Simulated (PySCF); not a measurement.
**Tb(SH)3 at several levels of theory**

Computed with PySCF 2.14.0 (density fitting, no spin-orbit coupling) at the geometry relaxed with PBE0:

```xyz
7
Tb(SH)3 (singlet in the valence; each metal's 4f electrons, 8 of them, lie in its core potential, out of spins and levels)
Tb    0.0000    0.0000    0.8901
S     2.5546    0.4165    0.9479
H     2.8739   -0.9002    0.9611
S    -1.6380    2.0041    0.9479
H    -0.6573    2.9389    0.9611
S    -0.9166   -2.4206    0.9479
H    -2.2166   -2.0387    0.9611
```

| level | basis | state | HOMO (eV) | gap (eV) | charge on Tb1 (e) | population of f-type functions on Tb1 (polarisation alone where 4f lies in the core) | dipole about the centre of mass (D) | largest force component (eV/Å) |
| --- | --- | --- | --- | --- | --- | --- | --- | --- |
| PBE0 | Tb lcecp-1-SVP with ECP54, S def2-SVP, H def2-SVP | singlet | -7.43 | 4.97 | 0.84 | 0.03 | 0.33 | 0.01 |
| PBE0 | Tb lcecp-1-TZVP with ECP54, S def2-TZVP, H def2-TZVP | singlet | -7.49 | 5.03 | 1.26 | 0.04 | 0.34 | 0.21 |

In the lcecp rows the 4f levels are missing from HOMO and gap, and the state counts the valence alone.

Charges are Mulliken's, which hang on the basis. The relaxation used the grid (50, 194), these runs (75, 302) or, all-electron (x2c bases, spin-free X2C Hamiltonian), (99, 590).

Task: A further run in the first row's basis gives HOMO (eV) -6.40, gap (eV) 4.18, charge on Tb1 (e) 1.05, population of f-type functions on Tb1 (polarisation alone where 4f lies in the core) 0.03, dipole about the centre of mass (D) 0.34, largest force component (eV/Å) 0.22. Which level was it?
A. BLYP
B. M06-L

Result: B. The others give HOMO -6.01 eV (BLYP).

In the first row's basis the gap widens with exact exchange: 2.9 to 4.2 eV for BLYP, M06-L (none); 5.0 eV for PBE0 (a fixed share).

An lcecp potential fixes the number of 4f electrons, so in runs with it no electron can move into or out of that shell.
